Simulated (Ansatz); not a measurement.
One change: `CCC#CF` becomes `FC#C[SeH]`.

Ansatz, PBE0-D4/def2-TZVP geometries, multiplicity 1. Each molecule was computed in one conformer, which needn't be the lowest.

Scalar relativity is left out up to krypton. Spin–orbit coupling is left out; it splits and shifts lone-pair levels of the heavy atoms by tenths of an eV.

```csv
property,`CCC#CF`
HOMO–LUMO gap (ωB97M-V/def2-TZVPP) / eV,12.39
HOMO energy (PBE/def2-TZVPP) / eV,-6.26
LUMO energy (B3LYP/def2-TZVPP) / eV,0.73
size of the dipole moment (B3LYP/def2-TZVPP) / D,1.34
HOMO–LUMO gap (PBE/def2-TZVPP) / eV,6.52
zero-point energy (PBE0-D4/def2-TZVP) / kJ/mol,205.1
```

Problem. What does the change do to each property? (Best estimate.)

Solution. Computed: 
```tsv
property	`FC#C[SeH]`	shift
HOMO–LUMO gap (ωB97M-V/def2-TZVPP) / eV	10.47	-1.92
HOMO energy (PBE/def2-TZVPP) / eV	-5.57	0.69
LUMO energy (B3LYP/def2-TZVPP) / eV	-0.63	-1.36
size of the dipole moment (B3LYP/def2-TZVPP) / D	0.77	-0.57
HOMO–LUMO gap (PBE/def2-TZVPP) / eV	4.30	-2.22
zero-point energy (PBE0-D4/def2-TZVP) / kJ/mol	50.9	-154.2
```

With PBE0 the HOMO rises by 0.83 eV and the LUMO falls by 1.44 eV, so the gap narrows by about 2.27 eV. PBE moves the HOMO by 0.69 eV and ωB97M-V by 1.00 eV. The zero-point energy changes by -154.2 kJ/mol with -15 modes. Dipoles are sizes alone; their direction can turn.

B3LYP here is the variant with VWN-RPA as its local correlation; programs differ in this.
